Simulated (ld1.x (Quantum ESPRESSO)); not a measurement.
# What one change does to a pseudopotential (chlorine (Cl), TM)

Cl, norm-conserving Troullier–Martins (Kleinman–Bylander form), made with ld1.x (Quantum ESPRESSO) 7.5 (PBE, non-relativistic). Core [Ne], reference 3s2 3p5. Waves: 3p (bound): rc 1.25 bohr; 3d channel at 0.05 Ry: rc 1.20 bohr; 3s (bound): rc 1.30 bohr. Local part: the s channel. Core correction: none.

Change: all radii scaled by about 1.32 (s 1.72, p 1.66, d 1.58 bohr).

Cutoffs: the cutoffs (Ry, on a coarse ladder) from which the occupation-weighted sum of valence levels, in a spherical-Bessel basis at the reference potential, stays within 10 and 1 mRy of its value at 400 Ry; they do not see the model core or the augmentation charge, which bear on the density cutoff. Errors are all-electron minus pseudo energies relative to the spin-unpolarised reference configuration.

**Question.** How do hardness, ghosts and transferability respond?

**Answer.** The potential gets softer (55 Ry and 80 Ry → 35 Ry and 50 Ry); of the 7 tests that both files solve, the error grows in 7 and shrinks in 0 by more than 15 % and 0.3 meV (median size 3.3 → 8.2 meV); neither file shows a bound ghost. A larger radius leaves more room for a smooth pseudo-wave, so fewer plane waves are needed. More of the atom is replaced by a form fitted at one configuration, so other configurations suffer.

```tsv
quantity	base	changed
cutoff, loose	55 Ry	35 Ry
cutoff, tight	80 Ry	50 Ry
loose cutoff by channel (10 mRy a level)	p 12 Ry, s 30 Ry	p 12 Ry, s 21 Ry
bound ghosts	none	none
error for 3s2 3p4, meV [ΔE 13.89 eV]	+3.3	+8.2
error for 3s2 3p3, meV [ΔE 39.35 eV]	+21	+47
error for 3s2 3p2, meV [ΔE 77.66 eV]	+72	+144
error for 3s2 3p4.5, meV [ΔE 5.59 eV]	+0.6	+1.7
error for 3s1 3p6, meV [ΔE 11.97 eV]	+0.3	+3.5
error for 3s2 3p5.3, meV [ΔE -2.14 eV]	+0.1	+0.4
error for 3s1 3p5, meV [ΔE 26.41 eV]	+5.8	+8.7
```
